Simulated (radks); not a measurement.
Results of a calculation; reference values are marked as such.
Charge is removed step by step from the 6s down level of Nd, starting from [Xe] 4f4 6s(up 1, down 1). Code: a radial shooting solver on a logarithmic mesh with Libxc functionals. Model: scalar-relativistic Kohn-Sham, PBE, spin-polarised, spherical densities, point nucleus; open shells are filled with parallel spins first (spin-orbit coupling, left out, can overturn this in heavy ions).

removed (e)  E - E(0) (eV)  eigenvalue (eV)
0                    0.000           -3.384
0.25                 0.973           -4.405
0.5                  2.204           -5.454
0.75                 3.702           -6.541

The mean slope of the eigenvalue, de/dn, is 4.21 eV per electron.
